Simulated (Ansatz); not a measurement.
Total energies of C$_{3}$F$_{8}$, SMILES `FC(F)(F)C(F)(F)C(F)(F)F`.

Z-matrix (Å, degrees):
```
C
F 1 1.325
F 1 1.326 2 108.8
F 1 1.325 2 109.1 3 -118.6
C 1 1.551 2 110.7 3 119.4
C 5 1.551 1 115.6 2 60.5
F 5 1.338 1 108.0 2 -60.5
F 5 1.338 1 108.0 2 -178.5
F 6 1.325 5 110.7 1 60.5
F 6 1.326 5 108.7 1 -180.0
F 6 1.325 5 110.7 1 -60.5
```

Total charge 0; spin multiplicity 1. Geometry: relaxed with PBE0-D4/def2-TZVP. Basis def2-TZVPP, Ansatz.

RPA on PBE orbitals: Hartree–Fock energy of these orbitals -909.37727 Eh, correlation -3.62554 Eh (frozen core).

| functional | energy without D4 (Eh) | D4 term (kJ/mol) |
| --- | --- | --- |
| r2SCANh | -913.04801 | -7.1 |
| LC-ωPBE | -912.97269 | – |

Task: Give the same for LDA (SPW92), PBE, revPBE, BLYP, r2SCAN, B97M-V, PBE0, B3LYP, r2SCAN0, HSE06 (plane-wave form), BHLYP, CAM-B3LYP, ωB97X-V, ωB97M-V, B2PLYP, PBE-QIDH. (Estimate.)

Result: Computed: 
```
             functional  energy without D4 (Eh)  D4 term (kJ/mol)
            LDA (SPW92)              -907.43908                 –
                    PBE              -912.59656             -26.2
                 revPBE              -913.15831             -90.7
                   BLYP              -913.37414             -58.6
                 r2SCAN              -913.09908              -6.9
                 B97M-V              -913.19326                 –
                   PBE0              -912.59313             -21.9
                  B3LYP              -913.46111             -41.4
                r2SCAN0              -912.97451              -7.8
HSE06 (plane-wave form)              -912.55672             -20.2
                  BHLYP              -913.11481             -27.9
              CAM-B3LYP              -913.25061             -21.8
                ωB97X-V              -913.18449                 –
                ωB97M-V              -913.27213                 –
                 B2PLYP              -912.96123                 –
               PBE-QIDH              -912.48038                 –
```

B3LYP takes the VWN-RPA correlation (the form of Gaussian; ORCA's B3LYP/G). HSE06 is the plane-wave form, built on full-range PBE exchange. The double hybrids freeze the cores in their second-order part.

LC-ωPBE has ω = 0.4 bohr⁻¹.
